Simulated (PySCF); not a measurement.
C2H3O (SMILES [CH2]C=O), doublet, geometry from GFN2-xTB; B3LYP/3-21G (PySCF).

The PySCF input:
```python
from pyscf import gto, scf, dft

mol = gto.Mole()
mol.atom = '''
    C    -1.153526    0.227040    0.001184
    C     0.253069    0.328129   -0.018958
    O     1.017620   -0.630344    0.020232
    H    -1.616066   -0.744118    0.054210
    H    -1.778481    1.100681   -0.035312
    H     0.656331    1.355176   -0.074111
'''
mol.basis = '3-21g'
mol.charge = 0
mol.spin = 1
mol.verbose = 4
mol.build()

mf = dft.UKS(mol)
mf.xc = 'b3lyp'
mf.kernel()
mf.analyze()
```

Output, abridged:

```
PySCF version 2.14.0

[INPUT] verbose = 4
[INPUT] num. atoms = 6
[INPUT] num. electrons = 23
[INPUT] charge = 0
[INPUT] spin (= nelec alpha-beta = 2S) = 1
[INPUT] symmetry False subgroup None
[INPUT] Mole.unit = angstrom
[INPUT] Symbol           X                Y                Z      unit          X                Y                Z       unit  Magmom
[...]
nuclear repulsion = 63.9533763707657
number of shells = 21
number of NR pGTOs = 54
number of NR cGTOs = 33
basis = 3-21g
ecp = {}

******** <class 'pyscf.dft.uks.UKS'> ********
method = UKS
initial guess = minao
damping factor = 0
level_shift factor = 0
DIIS = <class 'pyscf.scf.diis.CDIIS'>
diis_start_cycle = 1
diis_space = 8
diis_damp = 0
SCF conv_tol = 1e-09
SCF conv_tol_grad = None
SCF max_cycles = 50
direct_scf = True
direct_scf_tol = 1e-13
number electrons alpha = 12  beta = 11
XC library pyscf.dft.libxc version 7.1.2
    S. Lehtola, C. Steigemann, M. J. T. Oliveira, and M. A. L. Marques,  SoftwareX 7, 1–5 (2018)
XC functionals = b3lyp
    P. J. Stephens, F. J. Devlin, C. F. Chabalowski, and M. J. Frisch,  J. Phys. Chem. 98, 11623 (1994)
radial grids:
    Treutler-Ahlrichs [JCP 102, 346 (1995); DOI:10.1063/1.469408] (M4) radial grids

becke partition: Becke, JCP 88, 2547 (1988); DOI:10.1063/1.454033
pruning grids: <function nwchem_prune>
grids dens level: 3
symmetrized grids: False
atomic radii adjust function: <function treutler_atomic_radii_adjust>
small_rho_cutoff = 0
Set gradient conv threshold to 3.16228e-05
tot grids = 71744
init E= -152.523110495369

cycle= 1 E= -152.183639593639  delta_E= 0.339  |g|= 0.548  |ddm|=  1.7
cycle= 2 E= -150.914065719233  delta_E= 1.27  |g|= 1.64  |ddm|= 2.39
cycle= 3 E= -152.301955932909  delta_E= -1.39  |g|= 0.158  |ddm|= 2.17
cycle= 4 E= -152.315496217645  delta_E= -0.0135  |g|= 0.0878  |ddm|= 0.279
cycle= 5 E= -152.319575923466  delta_E= -0.00408  |g|= 0.0208  |ddm|= 0.087
cycle= 6 E= -152.319890318682  delta_E= -0.000314  |g|= 0.00949  |ddm|= 0.0293
cycle= 7 E= -152.319997276969  delta_E= -0.000107  |g|= 0.00277  |ddm|= 0.0252
cycle= 8 E= -152.320012016533  delta_E= -1.47e-05  |g|= 0.000777  |ddm|= 0.00731
cycle= 9 E= -152.320013416115  delta_E= -1.4e-06  |g|= 0.000285  |ddm|= 0.00296
cycle= 10 E= -152.320013493907  delta_E= -7.78e-08  |g|= 8.35e-05  |ddm|= 0.000618
cycle= 11 E= -152.320013500947  delta_E= -7.04e-09  |g|= 7.45e-06  |ddm|= 0.00022
cycle= 12 E= -152.320013501043  delta_E= -9.67e-11  |g|= 3.03e-06  |ddm|= 1.94e-05
[...]
converged SCF energy = -152.320013501046  <S^2> = 0.77041383  2S+1 = 2.0203107
Total Energy =                        -152.320013501046105
[...]
Two-electron Coulomb Energy =          136.978658119076215
DFT Exchange-Correlation Energy =      -20.461617103670651
**** MO energy ****
                             alpha | beta                alpha | beta
[...]
To work with the spin densities directly, `use mulliken_meta_spin()` only printing them here.

 ** Mulliken spin pop alpha/beta on meta-lowdin orthogonal AOs **
 ** Mulliken Spin Density (per AO)  **
spin_pop of  0 C 1s       -0.00001
spin_pop of  0 C 2s        0.03235
spin_pop of  0 C 3s       -0.00019
spin_pop of  0 C 2px       0.01678
spin_pop of  0 C 2py       0.02021
spin_pop of  0 C 2pz       0.72102
spin_pop of  0 C 3px      -0.00026
spin_pop of  0 C 3py      -0.00025
spin_pop of  0 C 3pz       0.00302
spin_pop of  1 C 1s        0.00000
spin_pop of  1 C 2s       -0.01176
spin_pop of  1 C 3s        0.00009
spin_pop of  1 C 2px      -0.01536
spin_pop of  1 C 2py      -0.00664
spin_pop of  1 C 2pz      -0.10707
spin_pop of  1 C 3px      -0.00026
spin_pop of  1 C 3py      -0.00009
spin_pop of  1 C 3pz       0.00004
spin_pop of  2 O 1s       -0.00000
spin_pop of  2 O 2s        0.00495
spin_pop of  2 O 3s       -0.00017
spin_pop of  2 O 2px       0.00257
spin_pop of  2 O 2py       0.00600
spin_pop of  2 O 2pz       0.38017
spin_pop of  2 O 3px      -0.00000
spin_pop of  2 O 3py       0.00002
spin_pop of  2 O 3pz       0.00032
spin_pop of  3 H 1s       -0.02328
spin_pop of  3 H 2s        0.00025
spin_pop of  4 H 1s       -0.02378
spin_pop of  4 H 2s        0.00025
spin_pop of  5 H 1s        0.00124
spin_pop of  5 H 2s       -0.00012
 ** Mulliken Spin Density (per atom)  **
spin density of  0 C =      0.79267
spin density of  1 C =     -0.14107
spin density of  2 O =      0.39384
spin density of  3 H =     -0.02303
spin density of  4 H =     -0.02353
spin density of  5 H =      0.00112
 ** Mulliken pop alpha/beta on meta-lowdin orthogonal AOs **
 ** Mulliken pop       alpha | beta **
[...]
In total            12.00000 | 11.00000
 ** Mulliken atomic charges   ( Nelec_alpha | Nelec_beta ) **
charge of  0C =     -0.17094  (     3.48180      2.68914 )
charge of  1C =      0.15762  (     2.85066      2.99173 )
charge of  2O =     -0.29947  (     4.34666      3.95282 )
charge of  3H =      0.12497  (     0.42600      0.44903 )
charge of  4H =      0.12001  (     0.42823      0.45176 )
charge of  5H =      0.06781  (     0.46665      0.46553 )
Dipole moment(X, Y, Z, Debye): -2.13098,  1.45586, -0.04909
```
